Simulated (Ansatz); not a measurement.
Molecule: sum formula HSO, charge 0, multiplicity 2. It need not be the lowest isomer of its formula. SMILES: [O]S
Structure (B3LYP-D3(BJ)/def2-TZVP (Ansatz, a program for electronic structure) minimum search):
```
S
O 1 1.5055
H 1 1.3768 2 104.45
```
Charge 0, spin multiplicity 2.

### Question
Give the harmonic wavenumbers at B3LYP-D3(BJ)/def2-TZVP (Ansatz, finite differences of forces, unscaled).

### Answer
1017, 1092, 2399 cm⁻¹. Zero-point energy 6.4 kcal/mol.

### Question
From these and the geometry, give the ideal-gas thermochemistry at 298.15 K and 1 atm (rigid rotor, harmonic oscillator).

### Answer
Point group Cs, rotational symmetry number 1. Rotational constants 297, 20.26, 18.96 GHz. S(trans) 37.60, S(rot) 18.58, S(vib) 0.15, S(elec, spin only) 1.38, S 57.7 cal/(mol K). H(298) - H(0) 2.41 kcal/mol; G - E(el) -8.4 kcal/mol.
